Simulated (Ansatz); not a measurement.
```yaml
crystal:
  periodic: [false, false, false]
  atoms:
    - {symbol: C, position_ang: [-1.251159, 0.959395, -0.437259]}
    - {symbol: Ge, position_ang: [-0.186830, -0.675246, -0.310331]}
    - {symbol: C, position_ang: [1.439368, -0.356844, 0.726518]}
    - {symbol: H, position_ang: [-2.159711, 0.785621, -1.015086]}
    - {symbol: H, position_ang: [-0.676323, 1.747920, -0.925553]}
    - {symbol: H, position_ang: [-1.535153, 1.304043, 0.558335]}
    - {symbol: H, position_ang: [0.189293, -1.159101, -1.727032]}
    - {symbol: H, position_ang: [-1.021381, -1.784979, 0.363940]}
    - {symbol: H, position_ang: [1.236090, 0.021882, 1.785690]}
    - {symbol: H, position_ang: [1.186090, -0.028118, 1.735690]}
    - {symbol: H, position_ang: [2.036371, -1.266723, 0.799016]}
basis:
  gaussian: {orbitals: aug-cc-pVTZ}
magnetization: {spin_polarized: true, initial_magnetization: 0}
hamiltonian: {xc: {name: wB97X-V}}
output: {forces: true}
```

```sh
$ ansatz run in.yaml --threads 2 --pin off --events-out ev --progress --plain --max-ram 32768MiB --backend cuda --devices 0, --max-vram 18GiB
```

Shortened log:

```
Functional definition: wB97X-V
1378 factors; their error is unknown
554 factors; integrals over basis functions are off by at most 1.7e-5 eV
mean field evaluation 1: about -58584.9145 eV, gradient 3.5e1 eV
mean field evaluation 2: about -58587.6245 eV, gradient 2.6e1 eV
mean field evaluation 4: about -58590.5108 eV, gradient 1.1e0 eV
mean field evaluation 8: about -58590.6631 eV, gradient 3.8e-1 eV
mean field evaluation 16: about -58590.6635 eV, gradient 2.0e-4 eV
a density is far from that of the atoms, so the factors are made again for it
1884 factors; integrals over basis functions are off by at most 1.1e-3 eV
556 factors; integrals over basis functions are off by at most 1.4e-5 eV
mean field -58590.66398740 eV, -2153.1671873584 hartree, gradient 1.7e-5 eV, S^2 0.000000; 0 other end points of the search recorded, 1 dependent functions left out
reference -58590.66398393 eV, -2153.1671872309 hartree; 26, 26 occupied and 308, 308 virtual orbitals, 1884 factors
Total energy: -58590.66398393 eV, -2153.1671872309 hartree
Atom 0 at    -1.251159     0.959395    -0.437259 Å, force     0.040291    -0.054702    -0.036502 eV/Å
Atom 1 at    -0.186830    -0.675246    -0.310331 Å, force    -0.166246     0.272480     0.647473 eV/Å
Atom 2 at     1.439368    -0.356844     0.726518 Å, force     0.886338    -0.584660    -4.855210 eV/Å
Atom 3 at    -2.159711     0.785621    -1.015086 Å, force    -0.044235    -0.013889     0.010309 eV/Å
Atom 4 at    -0.676323     1.747920    -0.925553 Å, force     0.039715    -0.012329     0.016668 eV/Å
Atom 5 at    -1.535153     1.304043     0.558335 Å, force    -0.032282     0.022721     0.026147 eV/Å
Atom 6 at     0.189293    -1.159101    -1.727032 Å, force     0.252481     0.053420     0.294099 eV/Å
Atom 7 at    -1.021381    -1.784979     0.363940 Å, force    -0.230526    -0.058465    -0.139763 eV/Å
Atom 8 at     1.236090     0.021882     1.785690 Å, force  1087.832696  1087.422439  1088.524744 eV/Å
Atom 9 at     1.186090    -0.028118     1.735690 Å, force -1088.576645 -1087.393860 -1085.631072 eV/Å
Atom 10 at     2.036371    -1.266723     0.799016 Å, force    -0.001588     0.346845     1.143108 eV/Å
Dipole moment:    -0.152176    -0.018810     0.316439 e Å
```

(1) What is wrong with this run?

Answers

(1) One atom was put on top of another. Self-consistency was reached. The result belongs to that input, not to the molecule as meant.
